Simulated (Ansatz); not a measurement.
Reaction (ligand exchange at the Al–C bond): `[OH][Al]([SH])[CH2]F` + CH₃NH₂ → `C[NH][Al]([OH])[SH]` + `CF`

Calculated with Ansatz (gas phase, PBE0-D4/def2-TZVP geometries, no zero-point term in ΔE). CCSD(T)/CBS adds triple-zeta CCSD(T) − MP2 to the extrapolated MP2 energy (def2 sets, frozen cores). This one scheme is used for every species. DFT in def2-TZVPP. Each species was taken in one conformer, which may not be the lowest.

```tsv
species	revPBE energy (Eh)
`[OH][Al]([SH])[CH2]F`	-856.21223
CH₃NH₂	-95.86763
`C[NH][Al]([OH])[SH]`	-812.36019
`CF`	-139.75613
```

(1) Work out ΔE.

Largest T1 diagnostic among the species: 0.012.

Answers

(1) ΔE = (-812.36019) + (-139.75613) − (-856.21223) − (-95.86763) = -0.03646 Eh = -95.7 kJ/mol. CCSD(T)/CBS gives -114.0 kJ/mol.

Leaving LDA and LC-ωPBE aside and taking each functional with its dispersion term where it has one, the values, not all of them listed here, spread over 16.6 kJ/mol, from BHLYP-D4 to PBE-D4. LDA lies −6.1 kJ/mol from PBE without D4. From PBE to PBE0 (25 % exact exchange), in def2-TZVPP and without D4, ΔE moves by −6.0 kJ/mol. The D4 term adds −4.0 kJ/mol with B3LYP and −2.3 kJ/mol with PBE0; it sums over pairs of atoms, weighted by their polarisabilities, and B3LYP, whose exchange is more repulsive, gets the larger term.

B3LYP here is the variant with VWN-RPA as its local correlation; programs differ in this.
